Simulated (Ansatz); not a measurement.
Basis sets compared for Si₁₈H₂₈. Total charge 0; singlet. Geometry PBE-D4/def2-SVP. Ansatz on 2 threads of AMD EPYC 7R13 on a shared host and a share (18 GiB) of an NVIDIA H100 80GB HBM3; times are rough, and most runs start from earlier orbitals.

```xyz
46

Si   -0.0531   -0.0565    3.9042
Si    3.7592    0.8793    0.5917
Si   -1.1455   -2.5321    1.1363
Si    2.0588   -1.8997   -1.0757
Si   -3.7573   -0.7280    3.2293
Si   -1.7969    1.9611    1.3926
Si   -3.7971   -0.6909   -0.5948
Si    0.8846    2.4707   -1.4548
Si    0.0908   -0.1316   -3.9022
Si    3.7565    0.7271   -3.2266
Si   -1.6182   -1.7025    3.2918
Si    1.8807   -0.5177    0.8484
Si    0.3335    1.0106    1.8406
Si    3.2043    2.0576   -1.3674
Si   -1.5184   -1.2406   -0.8225
Si    2.1745   -1.0126   -3.2571
Si   -3.7613    0.6595    1.3309
Si   -0.6975    0.7470   -1.8650
H     1.2026   -0.6689    4.4700
H    -0.6471    0.8826    4.9253
H     5.0289    0.0887    0.3911
H     3.9387    1.8065    1.7659
H     0.1957   -3.2155    1.1314
H    -2.1805   -3.6075    0.8777
H     3.4327   -2.4731   -0.7947
H     1.0958   -3.0558   -1.0421
H    -4.0131    0.0830    4.4748
H    -4.8188   -1.7933    3.1166
H    -1.9119    2.8134    2.6396
H    -1.7728    2.9096    0.2241
H    -4.6543   -1.9119   -0.3675
H    -4.3209    0.0628   -1.7903
H     0.4788    3.3644   -0.3137
H     0.6590    3.2646   -2.7255
H    -0.8195   -1.2023   -4.4463
H     0.2707    0.9402   -4.9492
H     5.1503    0.1677   -3.0898
H     3.6836    1.5399   -4.4947
H    -1.5887   -2.8983    4.2146
H     2.1519   -1.5041    1.9656
H     1.1816    2.2437    2.0760
H     3.8731    3.4103   -1.4440
H    -1.3701   -2.2812   -1.9136
H     2.6279   -2.1468   -4.1463
H    -4.9108    1.6389    1.3715
H    -1.9602    1.5420   -2.1261
```

Single mean-field runs in def2-SVP, def2-TZVP are fitted with def2-universal-jkfit.

Binding counts from free atoms (Si triplet, H doublet) in the same basis, without a counterpoise term.

| level | functions | energy (Eh) | HOMO (eV) | LUMO (eV) | binding per atom (eV) | wall time |
| --- | --- | --- | --- | --- | --- | --- |
| HF/6-31G | 290 | -5216.1620 | -9.46 | 1.80 | 1.95 | 7 s |
| PBE-D4/def2-SVP | 464 | -5223.5698 | -6.38 | -2.11 | 3.18 | 11 s |
| PBE0-D4/def2-SVP | 464 | -5224.1105 | -7.36 | -1.43 | 3.18 | 8 s |

Problem. Estimate the rows for HF/def2-TZVP, PBE-D4/def2-TZVP, PBE0-D4/def2-TZVP.

Solution. 
```json
{"level": "HF/def2-TZVP", "functions": "834", "energy (Eh)": "-5217.2631", "HOMO (eV)": "-9.39", "LUMO (eV)": "1.63", "binding per atom (eV)": "2.34", "wall time": "6.5 s"}
{"level": "PBE-D4/def2-TZVP", "functions": "834", "energy (Eh)": "-5225.3687", "HOMO (eV)": "-6.36", "LUMO (eV)": "-2.25", "binding per atom (eV)": "3.18", "wall time": "13 s"}
{"level": "PBE0-D4/def2-TZVP", "functions": "834", "energy (Eh)": "-5225.8897", "HOMO (eV)": "-7.29", "LUMO (eV)": "-1.52", "binding per atom (eV)": "3.18", "wall time": "11 s"}
```
